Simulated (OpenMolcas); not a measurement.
# 3d ions of charge +3 along the row

- Program: OpenMolcas 26.06
- Method: SS-CASPT2, IPEA 0.25 Eh, imaginary shift 0.1 Eh
- Basis: ANO-RCC-VQZP
- Scalar Hamiltonian: DKH2, point nucleus
- Spin-orbit coupling: RASSI with atomic mean-field integrals over the reference wave functions, term energies averaged over their components

Active space: the 3d shell; CASPT2 also correlates the outermost closed s and p core shells.

B and C come from two terms' centres of gravity (d2, d8: 3P = 15B, 1G = 12B + 2C; d3, d7: 4P = 15B, 2G = 4B + 3C; d4, d6: 3G = 9B + 4C, 3H = 4B + 4C; d5: 4D = 17B + 5C, 4G = 10B + 5C, above the ground term), where all their levels are at least 80 % pure. ζ = ±2S·A comes from the whole width of the ground multiplet by E(J) = (A/2) J(J+1), where its levels are at least 85 % pure. Energies in cm-1.

```json
{"Ion": "V3+", "Configuration": "3d²", "Lowest level": "³F₂", "Weight (%)": "100", "B": "899", "B measured": "", "C": "3701", "C measured": "", "ζ": "211", "ζ measured": "210"}
{"Ion": "Cr3+", "Configuration": "3d³", "Lowest level": "⁴F_3/2", "Weight (%)": "100", "B": "942", "B measured": "917", "C": "3505", "C measured": "3677", "ζ": "287", "ζ measured": "270"}
{"Ion": "Mn3+", "Configuration": "3d⁴", "Lowest level": "⁵D₀", "Weight (%)": "100", "B": "886", "B measured": "839", "C": "4345", "C measured": "4401", "ζ": "376", "ζ measured": "354"}
{"Ion": "Fe3+", "Configuration": "3d⁵", "Lowest level": "⁶S_5/2", "Weight (%)": "100", "B": "966", "B measured": "", "C": "4695", "C measured": "", "ζ": "", "ζ measured": ""}
{"Ion": "Co3+", "Configuration": "3d⁶", "Lowest level": "⁵D₄", "Weight (%)": "100", "B": "1112", "B measured": "", "C": "4790", "C measured": "", "ζ": "582", "ζ measured": "597"}
{"Ion": "Ni3+", "Configuration": "3d⁷", "Lowest level": "⁴F_9/2", "Weight (%)": "100", "B": "1168", "B measured": "1146", "C": "4681", "C measured": "4863", "ζ": "734", "ζ measured": "749"}
{"Ion": "Cu3+", "Configuration": "3d⁸", "Lowest level": "³F₄", "Weight (%)": "100", "B": "1244", "B measured": "1237", "C": "5231", "C measured": "5357", "ζ": "870", "ζ measured": "879"}
```

Measured columns use the levels in Sugar and Corliss, J. Phys. Chem. Ref. Data 7, 1191 (1978) (V3+); Sugar and Corliss, J. Phys. Chem. Ref. Data 6, 317 (1977) (Cr3+); Corliss and Sugar, J. Phys. Chem. Ref. Data 6, 1253 (1977) (Mn3+); Sugar and Corliss, J. Phys. Chem. Ref. Data 10, 1097 (1981) (Co3+); Corliss and Sugar, J. Phys. Chem. Ref. Data 10, 197 (1981) (Ni3+); Sugar and Musgrove, J. Phys. Chem. Ref. Data 19, 527 (1990) (Cu3+).

The computed B goes from 899 (V3+) to 1244 cm-1 (Cu3+), a factor of 1.38, though not at every step. It departs from the measured column by +1 to +6 %. The Trees term is left out, which lowers the B read from the levels of every ion, most for d4 to d6. The pair of terms that fixes B changes along the row, so steps between ions also reflect that choice.

The computed ζ goes from 211 (V3+) to 870 cm-1 (Cu3+), a factor of 4.12, rising at every step. It departs from the measured column by -3 to +6 %.

Term energies are means over components that CASPT2 splits; among the low terms the widest spread is 990 cm-1 (3d⁷ ⁴F, Ni3+). The CASPT2 spread within a term exceeds the gap to the next term for 3d³ ²D(1) and 3d³ ²P, 3d³ ²P and 3d³ ²H, so the order of their levels is uncertain, and so are names and mixing where such terms share a J (figures for Cr3+; the like holds for Mn3+, Co3+, Ni3+). Some levels mix across a computed gap that differs much from the measured one, so their mixing is not that of the real levels (holds for Ni3+). Measured partners are found by configuration, term and J. A level has none where our copy of the source lacks it or the pairing is in doubt (some pairs that miss far off the trend of their configuration count as doubtful), and it then counts in no deviation. Levels of configurations outside the active space are missing.

A number in round brackets counts repeated terms of one configuration in the order of the reference energies.
